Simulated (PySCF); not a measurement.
Species: C2H4N, net charge -1, singlet state. It need not be the lowest isomer of its formula. Whether it binds its extra electron was not tested at this geometry. SMILES: [CH-]=NC
Structure (B3LYP-D3(BJ)/def2-TZVP (Ansatz) minimum search):
```xyz
7

C      1.0403    -0.3759    -0.0142
N     -0.1168     0.4897     0.1915
C     -1.2460    -0.0230    -0.1838
H      1.7780     0.1173    -0.6672
H      1.5532    -0.5657     0.9422
H      0.7604    -1.3463    -0.4651
H     -2.0394     0.7602     0.0378
```
Charge -1, spin multiplicity 1.

Dispersion corrections to the total energy (kcal/mol) from the dftd3 and dftd4 libraries through PySCF: D3(BJ) without and D4 with the three-body term, each with the damping fitted for the functional named.

```csv
functional,D3(BJ),D4
BHLYP,-2.67,-2.63
TPSS,(withheld),-3.41
LC-wPBE,-1.82,-2.75
HSE06,-1.21,-1.88
HF,(withheld),-10.64
B2GP-PLYP,-1.09,-1.01
BLYP,(withheld),-5.81
```

### Question
Some entries are withheld; supply them.

### Answer

- TPSS, D3(BJ): -2.58
- HF, D3(BJ): -20.15
- BLYP, D3(BJ): -4.40
